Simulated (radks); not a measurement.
The mean radii <r> (bohr) of the occupied orbitals of an atom or ion are listed with their occupations. All-electron calculation, scalar-relativistic Kohn-Sham, LDA (Slater exchange, VWN5 correlation), spin-polarised, spherical densities, finite nucleus; Fermi nuclear charge, rms radius of each element as measured or else 0.836 A^(1/3) + 0.57 fm. Program: a radial shooting solver on a logarithmic mesh with Libxc functionals.

| orbital | occ. | <r> |
|---|---|---|
| 1s up | 1 | 0.02946 |
| 2s up | 1 | 0.1234 |
| 2s down | 1 | 0.1238 |
| 2p up | 3 | 0.1064 |
| 2p down | 2 | 0.1068 |
| 3d up | 1 | 0.2456 |

Name the element and its charge. Open shells, if any, are filled with parallel spins first.

Answer. Z = 49, indium, charge +40: In40+ in 1s1 2s2 2p5 3d1. The 1s radius gives Z: for a bare nucleus <r> = (2 gamma + 1)/(2Z) with gamma = sqrt(1 - (Z/c)^2), 0.02926 bohr for Z = 49, and screening makes it slightly larger (0.02946 here). The occupations add up to 9, and the charge is Z minus that.
